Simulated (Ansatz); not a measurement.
Mulliken charges of CF2GaN (`N#[C][Ga]([F])[F]`) from B3LYP/def2-TZVPP in Ansatz (PBE0-D4/def2-TZVP geometry).

```tsv
atom	x (Å)	y (Å)	z (Å)	charge (e)
N1	1.400	-1.381	1.435	0.045
C2	0.740	-0.733	0.750	-0.215
Ga3	-0.351	0.340	-0.383	0.838
F4	-1.758	-0.296	-1.152	-0.334
F5	0.019	1.997	-0.691	-0.334
```

Problem. By hand: the dipole of these point charges (1 e Å = 4.8032 D).

Solution. Σ q r = (0.191, -0.188, 0.198) e Å, of length 0.333 e Å = 1.60 D.

Problem. How does the dipole of the full density compare? (Estimate.)

Solution. The calculation gave: (-0.107, 0.105, -0.110) e Å, 0.89 D; the point charges give 1.80 times that, at 180° from its direction, so they point the opposite way.

Point charges leave out the atoms' own dipoles, such as those of lone pairs, and Mulliken's split depends on the basis, so the two needn't agree.

B3LYP here is the variant with VWN-RPA as its local correlation; programs differ in this.
